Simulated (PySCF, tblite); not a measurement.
Isomers of C5H7F2NO. All values are computed: GFN2-xTB (tblite) harmonic vibrations without scaling, gas phase. The method is semi-empirical: single wavenumbers can be off by several per cent or more. One conformer each.

Electronic energies: PBE0/pcSseg-1 single points on the GFN2-xTB geometries (PySCF, gas phase).

```tsv
SMILES	electronic energy, lowest = 0 (kcal/mol)
N#CCCO[C@@H](F)CF	7.7
FC(F)OC1=CCNC1	5.6
N#C[C@H](CCO)C(F)F	0.0
```

Task: How do GFN2-xTB zero-point energies change the relative energies?

Result: 
| SMILES | ZPE (kcal/mol) | of it from modes above 1550 cm⁻¹ | electronic (kcal/mol) | with ZPE, lowest = 0 (kcal/mol) | lowest mode (cm⁻¹) | rings |
| --- | --- | --- | --- | --- | --- | --- |
| N#C[C@H](CCO)C(F)F | 73.4 | 33.8 | 0.0 | 0.0 | 44 | 0 |
| FC(F)OC1=CCNC1 | 74.6 | 32.7 | 5.6 | 6.8 | 59 | 1 |
| N#CCCO[C@@H](F)CF | 72.9 | 32.8 | 7.7 | 7.2 | 20 | 0 |

The zero-point energies span 1.7 kcal/mol, from `N#CCCO[C@@H](F)CF` to `FC(F)OC1=CCNC1`. The order is unchanged.

Task: And how do the electronic energies of GFN2-xTB itself compare?

Result: `N#C[C@H](CCO)C(F)F` 16.1; `FC(F)OC1=CCNC1` 0.0; `N#CCCO[C@@H](F)CF` 14.9 kcal/mol, lowest = 0. Against the energies above, taken from the same isomer `N#C[C@H](CCO)C(F)F`, the largest difference is 21.7 kcal/mol.
